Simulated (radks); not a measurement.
Task: The mean radii <r> (bohr) of the occupied orbitals of an atom or ion are listed with their occupations. Calculated with a radial shooting solver on a logarithmic mesh with Libxc functionals: non-relativistic Kohn-Sham, BLYP, spin-polarised, spherical densities, point nucleus.

orbital  occ.      <r>
1s up       1  0.09727
1s down     1  0.09727
2s up       1   0.4783
2s down     1   0.4780
2p up       3   0.4386
2p down     3   0.4381
3s up       1    1.410

Name the element and its charge. Open shells, if any, are filled with parallel spins first.

Result: Z = 16, sulfur, charge +5: S5+ in [Ne] 3s1. The 1s radius gives Z: for a bare nucleus <r> = 1.5/Z, 0.09375 bohr for Z = 16, and screening makes it slightly larger (0.09727 here). The occupations add up to 11, and the charge is Z minus that.
